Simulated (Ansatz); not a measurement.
`[CH3][Zn][NH2]` + `[AlH2][Cl]` → `[NH2][Zn][AlH][Cl]` + CH₄  (formal exchange of groups at a Zn–C bond)

Program: Ansatz. Geometries: PBE0-D4/def2-TZVP. ΔE: electronic, gas phase. CBS: MP2 limit from def2 TZ/QZ plus the TZ coupled-cluster correction, frozen cores. This one scheme is used for every species. Functionals use def2-TZVPP. For Zn outer-core shells are correlated without core-valence functions, which leaves a few kJ/mol of doubt a bond. Scalar relativity is left out up to krypton. Each species was taken in one conformer, which may not be the lowest.

`[CH3][Zn][NH2]`:

Cartesian coordinates in Å:
```
C -0.080 1.626 -0.001
Zn 0.030 -0.298 0.026
N 0.188 -2.108 0.165
H -0.812 1.980 0.729
H -0.381 1.990 -0.986
H 0.885 2.073 0.247
H 0.815 -2.596 -0.457
H -0.644 -2.667 0.277
```

`[AlH2][Cl]`:

```xyz
4

Al    0.012   -0.160    0.001
Cl   -0.143    1.931   -0.017
H    -1.309   -0.986    0.236
H     1.440   -0.786   -0.220
```

`[NH2][Zn][AlH][Cl]`:

Cartesian coordinates in Å:
```
N -0.833 -1.409 -1.489
Zn -0.176 -0.182 -0.314
Al 0.628 1.446 1.328
Cl 1.643 0.680 3.020
H -1.169 -1.174 -2.409
H -0.604 -2.390 -1.451
H 0.511 3.029 1.315
```

CH₄:

```xyz
5

C     0.000    0.000    0.000
H     1.012   -0.290    0.281
H    -0.212    0.997    0.385
H    -0.711   -0.711    0.420
H    -0.088    0.004   -1.086
```

```csv
level,ΔE (kJ/mol)
BHLYP,-64.9
MP2/def2-SVP,-51.8
```

**Question.** What does CCSD(T)/CBS give? (An estimate is asked.)

**Answer.** Computed: -58.4 kJ/mol. The listed levels differ from it by -6.5, 6.6 kJ/mol.

Largest T1 diagnostic among the species: 0.015.

Leaving LDA and LC-ωPBE aside and taking each functional with its dispersion term where it has one, the values, not all of them listed here, spread over 9.9 kJ/mol, from PBE-D4 to B97M-V. LDA lies +6.8 kJ/mol from PBE without D4. In def2-TZVPP, CCSD(T) changes the Hartree–Fock value by +11.0 kJ/mol (the triples alone add +0.8 kJ/mol) and MP2 by +18.9 kJ/mol.
